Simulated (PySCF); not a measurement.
# Static response to an electric field

C₄H₃F₃N₂S.
Numbering: `[CH3:1][c:2]1[n:3][n:4][c:5]([C:6]([F:7])([F:8])[F:9])[s:10]1` (hydrogens: H11, H12, H13 on C1)

Structure used (GFN2-xTB), in Å, numbered top down from 1:
```
atom  x, y, z in Å
C1    -2.6716    0.0786    0.0614
C2    -1.2155   -0.1502    0.0179
N3    -0.6584   -1.3075   -0.0595
N4     0.6552   -1.2848   -0.0873
C5     1.1484   -0.0978   -0.0324
C6     2.6090    0.2076   -0.0468
F7     2.9419    0.9892   -1.0883
F8     3.3610   -0.8865   -0.1211
F9     2.9867    0.8745    1.0573
S10   -0.0482    1.1657    0.0651
H11   -2.9471    0.6020    0.9756
H12   -2.9847    0.6900   -0.7836
H13   -3.1810   -0.8802    0.0239
```

Level: CAM-B3LYP/def2-SVPD (PySCF), static field, nuclei fixed, core orbitals frozen in the response. The polarisability tensor in these axes (au):

```
x   100.85   0.80  -0.94
y     0.80  80.39   1.34
z    -0.94   1.34  56.01
```

Question: Give the principal values, the mean and the anisotropy Δα = √{½[(α1 − α2)² + (α2 − α3)² + (α1 − α3)²]}.

Answer: Principal values 55.92, 80.43 and 100.89 au; mean 79.08 au = 11.72 Å³ = 13.04 × 10⁻⁴⁰ C²·m²/J; Δα = 39.00 au (49 % of the mean).

Question: What is the dipole moment, and where does it point?

Answer: (-3.62, 2.70, 0.23) D, 4.52 D in size, pointing from the negative to the positive side. Measured along this direction, the outermost atoms are F8 at the negative end and H11 and H12 at the positive end.

Question: Find the Langevin capture rate constant for NO+ (29.998 u) meeting this molecule (167.997 u), k = 2.342 × 10⁻⁹ cm³/s × √(α in Å³ / reduced mass in u).

Answer: The reduced mass is 25.45 u, so k = 1.59 × 10⁻⁹ cm³/s. The formula leaves out the permanent dipole, which adds to the capture rate.

Question: Refractivity n − 1 of an ideal gas of it at 350 K and 1 atm, from the electronic α?

Answer: N = p/kT = 2.0968 × 10¹⁹ cm⁻³, so n − 1 = 2π × N × 11.72 × 10⁻²⁴ cm³ = 1544 × 10⁻⁶ at long wavelengths, for an ideal gas.

Question: In TDDFT the mean static polarisability is Σ f/ω² over all singlet excitations (ω in hartree). How much of it do the 8 lowest give? Their energies (eV) and oscillator strengths: 4.51, 0.0001; 5.93, 0.1372; 5.99, 0.0019; 6.06, 0.0421; 6.50, 0.0032; 6.60, 0.0009; 6.89, 0.0016; 6.98, 0.0501.

Answer: They add up to 4.64 au, 5.9 % of the 79.08 au; the largest single term is 2.89 au, from the state at 5.93 eV. Terms in order: 0.01, 2.89, 0.04, 0.85, 0.06, 0.01, 0.02, 0.76 au. Higher excitations give the rest. The strengths listed sum to 0.237.

Question: What molar refraction does this α imply?

Answer: Lorentz–Lorenz: R = (4π/3)N_A α = 2.5225 cm³/(mol·Å³) × 11.72 Å³ = 29.6 cm³/mol, in the limit of long wavelengths.

Isolated species at its GFN2-xTB geometry, gas phase.

The run behind these numbers computed excited states as well. The run took about 2.4 min of CPU time (one thread, shared machine).
